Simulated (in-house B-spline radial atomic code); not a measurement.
Configurations of Zn⁷⁺, with energies counted from [Ar] 3d5. Level of theory: Dirac-Hartree-Fock, average of configuration, Fermi nucleus of rms radius 3.9283 fm; calculated with a B-spline radial code for spherical atoms. Energies include first-order Breit, QED and recoil terms.

Occupations are held fixed; configurations that lie above the ionisation limit could autoionise.

```csv
configuration,E - E(ref) (eV),highest orbital,its <r> (bohr)
[Ar] 3d4 4s1,59.979,4s1/2,1.542
[Ar] 3d4 6s1,131.87,6s1/2,4.461
[Ar] 3d4 6p1,134.85,6p3/2,4.744
[Ar] 3d4 7s1,143.38,7s1/2,6.478
[Ar] 3d4 7p1,145.11,7p3/2,6.844
[Ar] 3d4 7f1,150.42,7f7/2,8.17
[Ne] 3s2 3p5 3d5 5s1,190.97,5s1/2,2.818
[Ne] 3s2 3p5 3d5 5g1,214.65,5g9/2,3.429
[Ne] 3s2 3p5 3d5 6f1,224.61,6f7/2,5.767
[Ne] 3s2 3p5 3d5 7f1,231.27,7f7/2,8.164
```

Order these further configurations by energy, lowest first.
A. [Ar] 3d4 6f1
B. [Ne] 3s2 3p5 3d6
C. [Ne] 3s2 3p5 3d5 6s1
D. [Ne] 3s2 3p5 3d5 6g1
E. [Ne] 3s2 3p5 3d5 7g1

B (81.999 eV), A (143.77 eV), C (212.74 eV), D (225.3 eV), E (231.72 eV).

How far above the reference does [Ne] 3s2 3p5 3d5 7s1 lie?

224.25 eV; its least bound orbital is 7s1/2 with <r> = 6.479 bohr.

How far above the reference does [Ne] 3s2 3p5 3d5 4s1 lie?

140.9 eV; its least bound orbital is 4s1/2 with <r> = 1.542 bohr.

How far above the reference does [Ar] 3d4 4f1 lie?

112.69 eV; its least bound orbital is 4f5/2 with <r> = 2.119 bohr.

One of these lies 115.9 eV from the reference. Which?
A. [Ar] 3d4 5p1
B. [Ne] 3s2 3p5 3d5 5f1
C. [Ar] 3d4 6g1

A.
